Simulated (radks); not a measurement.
Initial-state core-level shifts of the terbium ion Tb+ when its valence configuration changes from [Xe] 4f9 6s1. All-electron calculation, scalar-relativistic Kohn-Sham, r2SCAN, spin-polarised, spherical densities, finite nucleus; open shells are filled with parallel spins first (spin-orbit coupling, left out, can overturn this in heavy ions); meta-GGA in the generalised Kohn-Sham scheme; Fermi nuclear charge, rms radius 5.06 fm. Program: a radial shooting solver on a logarithmic mesh with Libxc functionals. Shifts are changes of the shell-averaged eigenvalues in eV (positive: less bound); the change of the density at the nucleus, which sets a Mossbauer isomer shift, is in e/bohr^3, on a base of 7.2e+05.

valence,2p,3p,4p,5s,density at nucleus
4f9 5d0.5 6s0.5,+0.903,+0.873,+0.898,+0.988,-17.67
4f9.5 6s0.5,+3.480,+3.767,+3.655,+2.516,-29.01
4f9 5d1,+1.759,+1.701,+1.749,+1.935,-34.53
4f9 6p1,-1.280,-1.258,-1.273,-1.350,-32.47
4f8.5 5d0.5 6s1,-3.164,-3.560,-3.343,-1.769,+15.35
4f7 6s1 6p2,-22.263,-24.093,-22.716,-14.758,+88.50
4f8 6s1 6p1,-10.289,-11.082,-10.598,-7.227,+38.33
4f8 6s2,-9.339,-10.131,-9.650,-6.299,+75.33
4f10,+5.101,+5.550,+5.399,+3.670,-49.11
